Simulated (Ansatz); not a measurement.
Reaction (homolysis of the B–F bond): `CN(C)B(O)F` → `CN(C)[B]O`• + F•

Gas-phase electronic energies from Ansatz, PBE0-D4/def2-TZVP geometries. CBS: MP2 limit from def2 TZ/QZ plus the TZ coupled-cluster correction, frozen cores. This one scheme is used for every species, atoms too. DFT in def2-TZVPP. Open shells (•) are unrestricted, without spin–orbit coupling. Spin–orbit coupling would lower the free atoms: a little for F. Each species was taken in one conformer, which may not be the lowest.

```tsv
level	ΔE (kJ/mol)
BLYP-D4	702.4
CAM-B3LYP-D4	717.0
```

(1) What does CCSD(T)/CBS give? (An estimate is asked.)

Largest T1 diagnostic among the species: 0.013.

Results:

(1) Ansatz gave: +722.5 kJ/mol. The listed levels differ from it by -20.1, -5.5 kJ/mol.

From r2SCAN to r2SCAN0 (25 % exact exchange), in def2-TZVPP and without D4, ΔE moves by −13.5 kJ/mol: exact exchange takes away binding that semilocal exchange gives to molecules. At CCSD(T), def2-SVP lies −29.6 kJ/mol from the extrapolated value and def2-TZVPP −15.5 kJ/mol: correlation converges slowly with the basis, and small sets miss more of it in the bonded molecule than in its fragments. Leaving LDA and LC-ωPBE aside and taking each functional with its dispersion term where it has one, the values, not all of them listed here, spread over 41.4 kJ/mol, from BHLYP-D4 to ωB97M-V. LDA lies +101.1 kJ/mol from PBE without D4, its usual overbinding.

CCSD(T)/CBS has its own doubt, a few kJ/mol and more with outer-core shells, so smaller differences from it don't rank the levels.
